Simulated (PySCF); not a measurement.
HCl3OTi, triplet, at a GFN2-xTB geometry (such geometries of metal compounds can be far from the true shape) (the multiplicity is a formal guess). Base run: DF-M062X/cc-pVDZ (PySCF).

PySCF was given this input:
```python
from pyscf import gto, scf, dft

mol = gto.M(
    atom='''
Ti   -0.549749    0.097962   -0.121870
Cl    1.418425    1.262501   -0.232093
Cl    0.691495   -0.353109    1.748386
Cl   -0.311457   -1.580848   -1.403924
O    -1.956922    0.983892    0.084344
H    -2.824019    1.388478    0.096126
''',
    basis='cc-pvdz',
    charge=0,
    spin=2,
    verbose=4,
)

mf = dft.UKS(mol)
mf.xc = 'm062x'
mf = mf.density_fit(auxbasis='def2-universal-jkfit')
mf.kernel()
```

The base run was repeated with changes; each row names its change, and settings that it needs were set with it.

```json
[
 {"change": "base", "ΔE vs base (µEh)": "0.0", "SCF cycles": "23", "<S^2>": "2.007", "outcome": "converged"},
 {"change": "level_shift = 0.1 (with mf.max_cycle = 100)", "ΔE vs base (µEh)": "0.0", "SCF cycles": "26", "<S^2>": "2.007", "outcome": "converged"},
 {"change": "conv_tol = 1e-4", "ΔE vs base (µEh)": "3.1", "SCF cycles": "10", "<S^2>": "2.007", "outcome": "converged"},
 {"change": "diis_space = 12", "ΔE vs base (µEh)": "0.0", "SCF cycles": "22", "<S^2>": "2.007", "outcome": "converged"},
 {"change": "conv_tol = 1e-12", "ΔE vs base (µEh)": "0.0", "SCF cycles": "32", "<S^2>": "2.007", "outcome": "converged"},
 {"change": "diis = off; damp = 0.6 (with mf.diis_start_cycle = 200; with mf.max_cycle = 150)", "ΔE vs base (µEh)": "-", "SCF cycles": "-", "<S^2>": "-", "outcome": "cut at the time limit"},
 {"change": "init_guess = mod_huckel", "ΔE vs base (µEh)": "-", "SCF cycles": "50", "<S^2>": "-", "outcome": "not converged"},
 {"change": "level_shift = 1.0 (with mf.max_cycle = 100)", "ΔE vs base (µEh)": "0.0", "SCF cycles": "61", "<S^2>": "2.007", "outcome": "converged"},
 {"change": "level_shift = 0.5 (with mf.max_cycle = 100)", "ΔE vs base (µEh)": "0.0", "SCF cycles": "41", "<S^2>": "2.007", "outcome": "converged"},
 {"change": "level_shift = 0.3 (with mf.max_cycle = 100)", "ΔE vs base (µEh)": "0.0", "SCF cycles": "33", "<S^2>": "2.007", "outcome": "converged"}
]
```

Open shells are given as the SCF converged; they aren't shown to be the lowest states, and a large step between rows can be another state.
